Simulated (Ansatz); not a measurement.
`C[SiH]1CN1` + `FCS` → `CSCF` + `C1N[SiH2]1` at 700 K and 1 bar (substitution at a C–Si bond).

Isolated molecules relaxed with PBE0-D4/def2-TZVP in Ansatz; ΔE leaves out vibrations. CBS: MP2 limit from def2 TZ/QZ plus the TZ coupled-cluster correction, frozen cores. One conformer a species, not always the lowest.

```json
{"species": "`C[SiH]1CN1`", "CCSD(T)/CBS energy (Eh)": "-424.07460", "H − E (kJ/mol)": "301.5", "S (J/(mol·K))": "417.8"}
{"species": "`FCS`", "CCSD(T)/CBS energy (Eh)": "-537.40796", "H − E (kJ/mol)": "146.7", "S (J/(mol·K))": "333.7"}
{"species": "`CSCF`", "CCSD(T)/CBS energy (Eh)": "-576.66859", "H − E (kJ/mol)": "241.2", "S (J/(mol·K))": "398.2"}
{"species": "`C1N[SiH2]1`", "CCSD(T)/CBS energy (Eh)": "-384.79623", "H − E (kJ/mol)": "206.6", "S (J/(mol·K))": "348.7"}
```

H − E and S are ideal-gas, rigid-rotor, harmonic terms from PBE0-D4/def2-TZVP, for one conformer and one mirror image of each species. 1 Eh = 2625.50 kJ/mol, R = 8.31446 J/(mol·K).

Problem. By hand: ΔE, ΔH, ΔS and ΔG.

Solution. ΔE = (-576.66859) + (-384.79623) − (-424.07460) − (-537.40796) = 0.01774 Eh = 46.6 kJ/mol. Δ(H − E) = 241.2 + 206.6 − 301.5 − 146.7 = -0.4, so ΔH = 46.2 kJ/mol. ΔS = 398.2 + 348.7 − 417.8 − 333.7 = -4.6 J/(mol·K). ΔG = 46.2 − 700 × (-4.6)/1000 = 49.4 kJ/mol.

Problem. By hand: the equilibrium constant, and the temperature at which ΔG would vanish if ΔH and ΔS stayed fixed.

Solution. log₁₀ K = −ΔG/(RT ln 10) = -3.7. ΔH and −TΔS have one sign here, so there is no such temperature.

The number of gas molecules stays the same, so ΔS is small and ΔH decides. A doubt of 5 kJ/mol in ΔE shifts log₁₀ K by 0.4 here. Other conformers and mirror images would add mixing entropy, several J/(mol·K) or more a flexible species. These are equilibria of isolated gas molecules and say nothing of rates. Largest T1 diagnostic: 0.012 (customary marks: 0.02 for closed shells, 0.045 for open ones).

ΔS is within the doubt of such terms, so its sign, and with it that verdict, could turn.
